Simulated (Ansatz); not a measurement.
`BN([SiH2][SiH3])C(C)(C)C`, relaxed with RKS PBE-D4/def2-SVP in the Gaussian-basis code of Ansatz from a rough embedded geometry. The force threshold is 0.03 eV/Å; the program also tests the step.

Total charge 0; spin multiplicity 1.

Start:

```xyz
24

B    -0.218   -0.588   -2.178
N    -0.057    0.098   -0.838
Si    1.712    0.464   -0.675
Si    1.871    2.715   -0.142
C    -0.730   -0.542    0.324
C    -2.265   -0.629    0.099
C    -0.214   -1.950    0.637
C    -0.569    0.351    1.613
H    -0.853   -0.157   -2.993
H     0.300   -1.691   -2.322
H     2.378   -0.304    0.395
H     2.413    0.290   -1.911
H     1.259    3.414   -1.177
H     3.359    2.980   -0.062
H     1.309    2.926    1.155
H    -2.512   -1.321   -0.708
H    -2.815   -0.998    1.007
H    -2.654    0.370   -0.142
H    -0.396   -2.649   -0.214
H     0.903   -2.018    0.852
H    -0.704   -2.424    1.517
H    -0.828    1.409    1.375
H    -1.199   -0.058    2.435
H     0.510    0.312    1.953
```

```tsv
step	energy (eV)	largest force (eV/Å)	largest move (Å)
1	-22302.8547	3.238	0.000
2	-22303.4351	1.362	0.193
3	-22303.6381	0.741	0.193
4	-22303.7912	0.570	0.200
5	-22303.9694	0.694	0.195
6	-22304.1478	0.755	0.200
7	-22304.3352	0.716	0.196
8	-22304.4954	0.537	0.200
9	-22304.6272	0.308	0.200
10	-22304.6931	0.231	0.200
11	-22304.7254	0.314	0.200
12	-22304.7506	0.136	0.200
13	-22304.7603	0.233	0.200
14	-22304.7723	0.163	0.192
15	-22304.7728	0.335	0.195
16	-22304.7824	0.231	0.069
17	-22304.7957	0.139	0.120
18	-22304.8014	0.248	0.196
19	-22304.8028	0.295	0.086
20	-22304.8064	0.252	0.053
21	-22304.8091	0.099	0.078
22	-22304.8108	0.051	0.105
23	-22304.8118	0.077	0.083
24	-22304.8129	0.073	0.039
25	-22304.8143	0.058	0.057
26	-22304.8153	0.046	0.089
27 (rejected)	-22304.8152	0.083	0.079
28	-22304.8159	0.045	0.038
29	-22304.8163	0.022	0.061
```

End:

```xyz
24

B    -0.425    0.056   -2.043
N     0.065   -0.184   -0.745
Si    1.790    0.321   -0.555
Si    1.923    2.668   -0.436
C    -0.708   -0.737    0.414
C    -2.188   -0.927    0.057
C    -0.108   -2.102    0.805
C    -0.606    0.251    1.593
H     0.355    0.537   -2.852
H    -1.565   -0.185   -2.381
H     2.373   -0.260    0.708
H     2.598   -0.217   -1.701
H     1.296    3.284   -1.659
H     3.357    3.125   -0.337
H     1.180    3.159    0.782
H    -2.324   -1.652   -0.768
H    -2.726   -1.313    0.946
H    -2.662    0.029   -0.244
H    -0.175   -2.811   -0.045
H     0.957   -2.013    1.098
H    -0.658   -2.537    1.664
H    -1.033    1.236    1.317
H    -1.162   -0.135    2.471
H     0.445    0.407    1.912
```

It took 94 s on 5 threads of an AMD EPYC 7R13 on a shared host and a share of an NVIDIA H100 80 GB, with 0.87 GiB of host memory at the peak.
